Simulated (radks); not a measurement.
Task: The aluminium ion Al+, [Ne] 3s2. Calculated with a radial shooting solver on a logarithmic mesh with Libxc functionals: non-relativistic Kohn-Sham, r2SCAN, spin-polarised, spherical densities, point nucleus; meta-GGA in the generalised Kohn-Sham scheme. Every spin shell is full or empty, so the densities are truly spherical. Functionals are evaluated on that one density, not self-consistently. Rank these exchange functionals by their error against the exact value of the orbitals, and give that value: LDA, PBEsol, RPBE, PW91, SOGGA, B86b, EV93, revTPSS, MS2, Tao-Mo, MVS.

Result: Exact: -17.8744 hartree. From best to worst, with 100 (|E| - |E exact|)/|E exact| (equal figures are ties): PW91 -0.05, Tao-Mo +0.07, MVS -0.18, B86b +0.20, RPBE +0.20, MS2 +0.27, revTPSS -0.28, EV93 +1.73, PBEsol -3.61, SOGGA -3.66, LDA -8.45.
